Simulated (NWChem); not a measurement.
System: AgH₃O₂; SMILES [OH2]->[Ag][OH]

Here is an NWChem input.

```
start job
memory heap 200 mb stack 900 mb global 1100 mb
geometry units angstroms noautoz
  Ag     0.018321    -0.026038     0.001986
  O     -0.107237    -1.992038     0.186087
  H      0.418546    -2.383514    -0.521401
  O      0.041632     2.171097    -0.074007
  H      0.432556     2.598653     0.697251
  H     -0.825637     2.577651    -0.188006
end
basis spherical
  * library def2-svp
end
ecp
  Ag library def2-ecp
end
dft
  xc b3lyp
  iterations 150
end
tddft
  cis
  nroots 8
end
task tddft energy
```

NWChem printed, in part:

```
             Northwest Computational Chemistry Package (NWChem) 7.3.0
             --------------------------------------------------------

 C1  symmetry detected

                             Geometry "geometry" -> ""
                             -------------------------

 Output coordinates in angstroms (scale by  1.889725989 to convert to a.u.)

  No.       Tag          Charge          X              Y              Z
 ---- ---------------- ---------- -------------- -------------- --------------
    1 Ag                  47.0000     0.01921322    -0.07073871    -0.00841104
    2 O                    8.0000    -0.10827251    -2.04421860     0.05434645
    3 H                    1.0000     0.67252562    -2.39922548    -0.38674866
    4 O                    8.0000     0.00198306     2.12776613    -0.00803168
    5 H                    1.0000     0.03044326     2.53261367     0.86704151
    6 H                    1.0000    -0.75567487     2.52295081    -0.45549226

 Effective nuclear repulsion energy (a.u.)     243.9184264380

                                 NWChem DFT Module
                                 -----------------

 Summary of "ao basis" -> "ao basis" (spherical)
 ------------------------------------------------------------------------------
       Tag                 Description            Shells   Functions and Types
 ---------------- ------------------------------  ------  ---------------------
 Ag                         def2-svp                11       31   5s3p2d1f
 O                          def2-svp                 6       14   3s2p1d
 H                          def2-svp                 3        5   2s1p

            General Information
            -------------------
          SCF calculation type: DFT
          Wavefunction type:  closed shell.
          No. of atoms     :     6
          No. of electrons :    38
           Alpha electrons :    19
            Beta electrons :    19
          Charge           :     0
          Spin multiplicity:     1
          Use of symmetry is: off; symmetry adaption is: off
          Maximum number of iterations: 150
          AO basis - number of functions:    74
                     number of shells:    32
          Convergence on energy requested:  1.00D-06
          Convergence on density requested:  1.00D-05
          Convergence on gradient requested:  5.00D-04

[...]

                                NWChem TDDFT Module
                                -------------------

            General Information
            -------------------
           No. of orbitals :     148
            Alpha orbitals :      74
             Beta orbitals :      74
        Alpha frozen cores :       0
         Beta frozen cores :       0
     Alpha frozen virtuals :       0
      Beta frozen virtuals :       0
         Spin multiplicity :       1
    Number of AO functions :      74
        Use of symmetry is : off
      Symmetry adaption is : off
         Schwarz screening :  0.10D-07

              XC Information
              --------------
                  B3LYP Method XC Potential
              Hartree-Fock (Exact) Exchange   0.20
                 Slater Exchange Functional   0.80 local
             Becke 1988 Exchange Functional   0.72 non-local
       Lee-Yang-Parr Correlation Functional   0.81
           VWN I RPA Correlation Functional   0.19 local

             TDDFT Information
             -----------------
          Calculation type : Tamm-Dancoff TDDFT
         Wavefunction type : Restricted singlets & triplets
          No. of electrons :      38
           Alpha electrons :      19
            Beta electrons :      19
              No. of roots :       8
          Max subspacesize :    5600
            Max iterations :     100
               Target root :       1
           Target symmetry : none
      Symmetry restriction : off
                 Algorithm : Optimal
        Davidson threshold :  0.10D-03

    8 smallest eigenvalue differences (eV)
--------------------------------------------------------
  No. Spin  Occ  Vir  Irrep   E(Occ)    E(Vir)   E(Diff)
--------------------------------------------------------
    1    1   19   20 a        -0.207    -0.051     4.236
    2    1   18   20 a        -0.220    -0.051     4.599
    3    1   19   21 a        -0.207     0.010     5.892
    4    1   19   22 a        -0.207     0.015     6.031
    5    1   18   21 a        -0.220     0.010     6.255
    6    1   17   20 a        -0.284    -0.051     6.339
    7    1   18   22 a        -0.220     0.015     6.394
    8    1   19   23 a        -0.207     0.036     6.613
--------------------------------------------------------

  Entering Davidson iterations
  Restricted singlet excited states

  Iter   NTrls   NConv    DeltaV     DeltaE      Time
  ----  ------  ------  ---------  ---------  ---------
    1      8       0     0.23E+00   0.10+100        3.0
    2     16       0     0.69E-01   0.45E-01        3.0
    3     24       0     0.28E-01   0.60E-02        3.0
    4     32       2     0.98E-02   0.11E-02        3.0
    5     38       2     0.32E-01   0.49E-02        2.5
    6     44       5     0.49E-02   0.14E-02        2.5
    7     47       6     0.13E-02   0.48E-04        1.9
    8     49       7     0.96E-03   0.27E-05        1.7
    9     50       7     0.97E-03   0.54E-05        1.4
   10     51       7     0.16E-03   0.67E-06        1.4
   11     52       8     0.72E-04   0.23E-07        1.4
  ----  ------  ------  ---------  ---------  ---------
  Convergence criterion met

  Ground state a        -299.135923318566 a.u.

[...]
```

Level: B3LYP/def2-SVP with def2 effective core potentials on Ag, TDA. Coordinates come from a PBE0/def2-SVP optimisation. def2 effective core potentials on Ag; no spin-orbit coupling.
